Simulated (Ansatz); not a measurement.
A run for Ansatz (a first-principles code): R-wB97M-V/def2-TZVPPD on HCl (SMILES Cl) with ghost functions, monomers drawn apart or pushed together. Files ending in .json are basis or fitting sets from the Basis Set Exchange.

Ansatz 0.2 input:
```yaml
crystal:
  periodic: [false, false, false]
  atoms:
    - {symbol: Cl, position_ang: [-0.50054367, 0.54831046, 4.83719940]}
    - {symbol: H, position_ang: [-0.39940717, 0.50935629, 3.53744875]}
basis:
  gaussian:
    orbitals: def2-TZVPPD.json
    ghost_atoms:
      - {symbol: O, position_ang: [0.04092865, 0.33230201, 0.25285459]}
      - {symbol: H, position_ang: [0.79409459, 0.84827547, -0.05584907]}
      - {symbol: H, position_ang: [0.18620983, -0.56719311, -0.06111981]}
hamiltonian:
  xc: {name: wB97M-V}
scf: {lower_state_search: off}
```

Program output:

```
WARN ansatz: RAYON_NUM_THREADS=2 ignored (pool sized by the plan → 2); use --threads N
Functional definition: wB97M-V
these checks for a lower state are left out or cut short: stability, starts, cluster_reference, orbital_swaps, neighbouring_geometries, increment
integrals: 0.05 GiB planned
672 factors; their error is unknown
integrals: 0.09 GiB planned
187 factors; integrals over basis functions are off by at most 5.5e-5 eV
mean field: 0.49 GiB planned
mean field evaluation 1: about -12538.4250 eV, gradient 1.0e1 eV
mean field evaluation 2: about -12538.6597 eV, gradient 7.1e0 eV
mean field evaluation 4: about -12538.7504 eV, gradient 1.6e-1 eV
mean field evaluation 8: about -12538.7703 eV, gradient 2.4e-2 eV
mean field evaluation 16: about -12538.7703 eV, gradient 2.0e-6 eV
mean field -12538.77031641 eV, -460.7913100444 hartree, gradient 2.0e-6 eV, S^2 0.000000; 0 other end points of the search recorded, 0 dependent functions left out
reference -12538.77037335 eV, -460.7913121370 hartree; 9, 9 occupied and 133, 133 virtual orbitals, 672 factors
Total energy: -12538.77037335 eV, -460.7913121370 hartree
Checks for a lower state left out: stability, starts, cluster_reference, orbital_swaps, neighbouring_geometries, increment
```

Self-consistency was reached.

Cost: very roughly 2.2 core-seconds.
